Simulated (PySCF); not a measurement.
C2H5O2, charge +1, singlet, geometry from GFN2-xTB, atoms displaced at random by about 0.05 Å a coordinate; PySCF with PBE0/STO-3G.

PySCF was given this input:
```python
from pyscf import gto, scf, dft
from pyscf.geomopt import geometric_solver

mol = gto.M(
    atom='''
C    -0.739854   -0.017304   -0.143632
O    -0.747256   -1.112868    0.443222
O     0.010386    0.634958   -0.369778
H    -1.776485    0.372460   -0.311171
C     1.409390    0.427786   -0.120833
H     1.784480    1.337714    0.542538
H     1.495952   -0.519905    0.375573
H     1.926634    0.456919   -1.119214
H    -1.496485   -1.723455    0.648651
''',
    basis='sto-3g',
    charge=1,
    spin=0,
    verbose=3,
)

def method(m):
    mf = dft.RKS(m)
    mf.xc = 'pbe0'
    return mf

conv, mol_eq = geometric_solver.kernel(method(mol), maxsteps=100, trust=0.02, tmax=0.3)
print('optimisation converged:', conv)
print(mol_eq.tostring(format='xyz'))
mf = method(mol_eq)
mf.kernel()
```

Write the output that PySCF gives for this input, abridged.


```
Custom engine selected.
Bonds will be generated from interatomic distances less than 1.20 times sum of covalent radii
27 internal coordinates being used (instead of 27 Cartesians)
Internal coordinate system (atoms numbered from 1):
Distance 1-2
Distance 1-3
Distance 1-4
Distance 2-9
Distance 3-5
Distance 5-6
Distance 5-7
Distance 5-8
Angle 2-1-4
Angle 3-1-4
Angle 1-2-9
Angle 1-3-5
Angle 3-5-6
Angle 3-5-7
Angle 3-5-8
Angle 6-5-7
Angle 6-5-8
Angle 7-5-8
Out-of-Plane 1-2-3-4
Dihedral 3-1-2-9
Dihedral 4-1-2-9
Dihedral 2-1-3-5
Dihedral 4-1-3-5
Dihedral 1-3-5-6
Dihedral 1-3-5-7
Dihedral 1-3-5-8
Translation-X 1-9
Translation-Y 1-9
Translation-Z 1-9
Rotation-A 1-9
Rotation-B 1-9
Rotation-C 1-9
<class 'geometric.internal.Distance'> : 8
<class 'geometric.internal.Angle'> : 10
<class 'geometric.internal.OutOfPlane'> : 1
<class 'geometric.internal.Dihedral'> : 7
<class 'geometric.internal.TranslationX'> : 1
<class 'geometric.internal.TranslationY'> : 1
<class 'geometric.internal.TranslationZ'> : 1
<class 'geometric.internal.RotationA'> : 1
<class 'geometric.internal.RotationB'> : 1
<class 'geometric.internal.RotationC'> : 1
> ===== Optimization Info: ====
> Job type: Energy minimization
> Maximum number of optimization cycles: 100
> Initial / maximum trust radius (Angstrom): 0.020 / 0.300
> Convergence Criteria:
> Will converge when all 5 criteria are reached:
>  |Delta-E| < 1.00e-06
>  RMS-Grad  < 3.00e-04
>  Max-Grad  < 4.50e-04
>  RMS-Disp  < 1.20e-03
>  Max-Disp  < 1.80e-03
> === End Optimization Info ===

Geometry optimization cycle 1
Cartesian coordinates (Angstrom)
 Atom        New coordinates             dX        dY        dZ
   C  -0.739854  -0.017304  -0.143632    0.000000  0.000000  0.000000
   O  -0.747256  -1.112868   0.443222    0.000000  0.000000  0.000000
   O   0.010386   0.634958  -0.369778    0.000000 -0.000000  0.000000
   H  -1.776485   0.372460  -0.311171    0.000000  0.000000  0.000000
   C   1.409390   0.427786  -0.120833    0.000000  0.000000  0.000000
   H   1.784480   1.337714   0.542538    0.000000  0.000000  0.000000
   H   1.495952  -0.519905   0.375573    0.000000  0.000000  0.000000
   H   1.926634   0.456919  -1.119214   -0.000000 -0.000000  0.000000
   H  -1.496485  -1.723455   0.648651    0.000000  0.000000  0.000000

WARN: Mole.unit (angstrom) is changed to Bohr

converged SCF energy = -225.943216732745
--------------- RKS_Scanner gradients ---------------
         x                y                z
0 C     0.7784986189     0.4604278711    -0.1546791478
1 O    -0.0816663776     0.1255181341    -0.0680104163
2 O    -0.6867734885    -0.5781501024     0.2063733023
3 H     0.0159656469    -0.0016328013     0.0125401069
4 C    -0.0691438038    -0.0643790646    -0.0067363261
5 H     0.0174028366     0.0407559190     0.0278910306
6 H    -0.0082400846     0.0251002836    -0.0142978550
7 H     0.0055749550     0.0016385934    -0.0119418446
8 H     0.0283301331    -0.0092623716     0.0088184140
----------------------------------------------
cycle 1: E = -225.943216733  dE = -225.943  norm(grad) = 1.31594
Step    0 : Gradient = 4.386e-01/9.211e-01 (rms/max) Energy = -225.9432167327
[...]
Geometry optimization cycle 2
Cartesian coordinates (Angstrom)
 Atom        New coordinates             dX        dY        dZ
   C  -0.763111  -0.023266  -0.143515   -0.023257 -0.005962  0.000117
   O  -0.761553  -1.124320   0.447871   -0.014297 -0.011452  0.004649
   O   0.024635   0.650244  -0.375236    0.014249  0.015286 -0.005458
   H  -1.800306   0.367540  -0.311758   -0.023821 -0.004920 -0.000587
   C   1.424871   0.434935  -0.122545    0.015481  0.007149 -0.001712
   H   1.801873   1.339990   0.541076    0.017393  0.002276 -0.001462
   H   1.506350  -0.515059   0.373907    0.010398  0.004846 -0.001666
   H   1.944420   0.462463  -1.118930    0.017786  0.005544  0.000284
   H  -1.510390  -1.736231   0.654509   -0.013905 -0.012776  0.005858
converged SCF energy = -226.013248268946
--------------- RKS_Scanner gradients ---------------
         x                y                z
0 C     0.5903785191     0.3180505422    -0.1068798362
1 O    -0.0822585514     0.1095308823    -0.0599433920
2 O    -0.4998245122    -0.4218434732     0.1513513914
3 H     0.0106707934    -0.0037981925     0.0130254594
4 C    -0.0616084943    -0.0580342797    -0.0081602842
5 H     0.0170903072     0.0393328199     0.0269969206
6 H    -0.0088940858     0.0237330914    -0.0136086324
7 H     0.0053926579     0.0016571858    -0.0113401009
8 H     0.0290115993    -0.0086107285     0.0085237158
----------------------------------------------
cycle 2: E = -226.013248269  dE = -0.0700315  norm(grad) = 0.972748
Step    1 : Displace = 1.963e-02/2.433e-02 (rms/max) Trust = 2.000e-02 (=) Grad = 3.242e-01/6.791e-01 (rms/max) E (change) = -226.0132482689 (-7.003e-02) Quality = 0.980
[...]
Geometry optimization cycle 3
Cartesian coordinates (Angstrom)
 Atom        New coordinates             dX        dY        dZ
   C  -0.801237  -0.024804  -0.147158   -0.038126 -0.001539 -0.003643
   O  -0.769160  -1.136266   0.454138   -0.007607 -0.011946  0.006268
   O   0.041075   0.676187  -0.384859    0.016440  0.025943 -0.009623
   H  -1.840376   0.364434  -0.315904   -0.040070 -0.003107 -0.004145
   C   1.443738   0.442306  -0.123576    0.018868  0.007371 -0.001031
   H   1.824022   1.335564   0.539850    0.022149 -0.004426 -0.001226
   H   1.515512  -0.513100   0.373197    0.009162  0.001959 -0.000710
   H   1.968251   0.466477  -1.115249    0.023831  0.004013  0.003681
   H  -1.514992  -1.754531   0.664975   -0.004602 -0.018300  0.010466
converged SCF energy = -226.083566060725
--------------- RKS_Scanner gradients ---------------
         x                y                z
0 C     0.3859915061     0.1825137414    -0.0639939599
1 O    -0.0794091839     0.0831579991    -0.0462001628
2 O    -0.3023164832    -0.2627252602     0.0959739172
3 H     0.0043654616    -0.0055438016     0.0130273081
[...]
Step    2 : Displace = 2.677e-02/4.041e-02 (rms/max) Trust = 2.828e-02 (+) Grad = 2.055e-01/4.317e-01 (rms/max) E (change) = -226.0835660607 (-7.032e-02) Quality = 1.062
converged SCF energy = -226.14020366645
Step    3 : Displace = 4.171e-02/6.667e-02 (rms/max) Trust = 4.000e-02 (+) Grad = 1.052e-01/2.195e-01 (rms/max) E (change) = -226.1402036665 (-5.664e-02) Quality = 1.118
converged SCF energy = -226.171486292721
Step    4 : Displace = 5.797e-02/1.134e-01 (rms/max) Trust = 5.657e-02 (+) Grad = 3.723e-02/8.254e-02 (rms/max) E (change) = -226.1714862927 (-3.128e-02) Quality = 1.081
converged SCF energy = -226.176224013831
Step    5 : Displace = 8.057e-02/1.355e-01 (rms/max) Trust = 8.000e-02 (+) Grad = 1.648e-02/3.710e-02 (rms/max) E (change) = -226.1762240138 (-4.738e-03) Quality = 0.615
converged SCF energy = -226.177796849375
Step    6 : Displace = 5.403e-02/9.584e-02 (rms/max) Trust = 8.000e-02 (=) Grad = 7.901e-03/1.450e-02 (rms/max) E (change) = -226.1777968494 (-1.573e-03) Quality = 0.471
converged SCF energy = -226.17838270577
Step    7 : Displace = 2.172e-02/3.896e-02 (rms/max) Trust = 8.000e-02 (=) Grad = 1.753e-03/2.740e-03 (rms/max) E (change) = -226.1783827058 (-5.859e-04) Quality = 1.039
converged SCF energy = -226.17840339228
[...]
----------------------------------------------
cycle 9: E = -226.178403392  dE = -2.06865e-05  norm(grad) = 0.00258682
Step    8 : Displace = 4.089e-03/7.167e-03 (rms/max) Trust = 1.131e-01 (+) Grad = 8.623e-04/1.608e-03 (rms/max) E (change) = -226.1784033923 (-2.069e-05) Quality = 0.633
[...]
Geometry optimization cycle 10
Cartesian coordinates (Angstrom)
 Atom        New coordinates             dX        dY        dZ
   C  -0.907153  -0.019190  -0.105160    0.000985 -0.001475 -0.000954
   O  -0.612457  -1.190507   0.475065   -0.000215 -0.002058 -0.000715
   O   0.042434   0.837123  -0.425400    0.000631  0.000570 -0.000658
   H  -1.950373   0.309972  -0.351752    0.001014  0.000484  0.001478
   C   1.460934   0.446770  -0.113932    0.000602  0.000245  0.000398
   H   1.856862   1.260129   0.524138   -0.000039 -0.000404 -0.000504
   H   1.495924  -0.532646   0.395364    0.000380  0.000533  0.000831
   H   1.985116   0.425507  -1.088746    0.000357 -0.000161  0.000137
   H  -1.491670  -1.689058   0.636208   -0.001667  0.000364  0.000864
converged SCF energy = -226.178407655194
--------------- RKS_Scanner gradients ---------------
         x                y                z
0 C     0.0001427223     0.0002589895    -0.0002556905
1 O     0.0000785241    -0.0002052795     0.0001180032
2 O    -0.0001690011    -0.0001434760     0.0000241290
3 H    -0.0000120292     0.0000168492     0.0000665639
4 C    -0.0000841552    -0.0000570494    -0.0000116320
5 H     0.0000535896     0.0000819472     0.0000908926
6 H     0.0000072354     0.0000000685    -0.0000299409
7 H    -0.0000003625     0.0000245243    -0.0000193516
8 H    -0.0000436658     0.0000495867     0.0000035366
----------------------------------------------
cycle 10: E = -226.178407655  dE = -4.26291e-06  norm(grad) = 0.000551602
Step    9 : Displace = 1.421e-03/2.164e-03 (rms/max) Trust = 1.131e-01 (=) Grad = 1.839e-04/3.909e-04 (rms/max) E (change) = -226.1784076552 (-4.263e-06) Quality = 0.935
[...]
Geometry optimization cycle 11
Cartesian coordinates (Angstrom)
 Atom        New coordinates             dX        dY        dZ
   C  -0.907076  -0.018549  -0.103968    0.000078  0.000640  0.001192
   O  -0.611991  -1.190360   0.474924    0.000465  0.000147 -0.000141
   O   0.042812   0.837588  -0.424625    0.000378  0.000465  0.000775
   H  -1.950130   0.310209  -0.351777    0.000243  0.000237 -0.000025
   C   1.461180   0.446284  -0.113556    0.000246 -0.000486  0.000376
   H   1.857983   1.259972   0.522830    0.001121 -0.000157 -0.001308
   H   1.495519  -0.532379   0.397223   -0.000404  0.000267  0.001858
   H   1.984682   0.423113  -1.088681   -0.000434 -0.002394  0.000065
   H  -1.490623  -1.690411   0.634769    0.001047 -0.001353 -0.001439
converged SCF energy = -226.178407981963
--------------- RKS_Scanner gradients ---------------
         x                y                z
0 C    -0.0000254480     0.0002665569     0.0000666091
1 O     0.0000802127    -0.0001552596     0.0000621121
2 O    -0.0000138350    -0.0000305368    -0.0001064841
3 H     0.0000048948    -0.0000139036    -0.0000364834
4 C     0.0000597033     0.0001229450     0.0001408079
5 H    -0.0000863304    -0.0001488393    -0.0000932673
6 H    -0.0000034914    -0.0000026997    -0.0000167486
7 H    -0.0000069837     0.0000326542    -0.0000171317
8 H    -0.0000359352    -0.0000442625    -0.0000118290
----------------------------------------------
cycle 11: E = -226.178407982  dE = -3.26769e-07  norm(grad) = 0.000454375
Step   10 : Displace = 1.448e-03/2.347e-03 (rms/max) Trust = 1.600e-01 (+) Grad = 1.515e-04/2.759e-04 (rms/max) E (change) = -226.1784079820 (-3.268e-07) Quality = 0.623
[...]
Geometry optimization cycle 12
Cartesian coordinates (Angstrom)
 Atom        New coordinates             dX        dY        dZ
   C  -0.906777  -0.018883  -0.103928    0.000299 -0.000334  0.000040
   O  -0.611878  -1.190893   0.474298    0.000113 -0.000533 -0.000626
   O   0.043252   0.837398  -0.423994    0.000440 -0.000190  0.000631
   H  -1.949811   0.310449  -0.351078    0.000319  0.000240  0.000699
   C   1.461640   0.445836  -0.113219    0.000460 -0.000448  0.000337
   H   1.859143   1.260213   0.522095    0.001160  0.000242 -0.000735
   H   1.495816  -0.532247   0.398697    0.000297  0.000133  0.001475
   H   1.984705   0.421267  -1.088517    0.000023 -0.001846  0.000164
   H  -1.490508  -1.690821   0.634295    0.000115 -0.000410 -0.000474
converged SCF energy = -226.178408347424
--------------- RKS_Scanner gradients ---------------
         x                y                z
0 C    -0.0000384476     0.0000796739     0.0000766482
1 O     0.0000186141    -0.0000273232     0.0000104975
2 O    -0.0000007200    -0.0000171321    -0.0001013727
3 H     0.0000029610    -0.0000019565    -0.0000114684
4 C     0.0000531435     0.0000607217     0.0000629677
5 H    -0.0000350588    -0.0000651842    -0.0000252287
6 H    -0.0000023261    -0.0000081359    -0.0000193921
7 H    -0.0000154964     0.0000320872     0.0000041055
8 H    -0.0000097898    -0.0000261461    -0.0000093524
----------------------------------------------
cycle 12: E = -226.178408347  dE = -3.65461e-07  norm(grad) = 0.000211686
Step   11 : Displace = 9.166e-04/1.360e-03 (rms/max) Trust = 1.600e-01 (=) Grad = 7.056e-05/1.171e-04 (rms/max) E (change) = -226.1784083474 (-3.655e-07) Quality = 1.527
[...]
Converged! =D

optimisation converged: True
9
XYZ from PySCF
C          -0.90677693       -0.01888312       -0.10392823
O          -0.61187812       -1.19089282        0.47429792
O           0.04325172        0.83739814       -0.42399389
H          -1.94981136        0.31044850       -0.35107778
C           1.46164034        0.44583575       -0.11321902
H           1.85914339        1.26021320        0.52209479
H           1.49581612       -0.53224665        0.39869726
H           1.98470537        0.42126708       -1.08851703
H          -1.49050825       -1.69082097        0.63429516
converged SCF energy = -226.178408347943
```
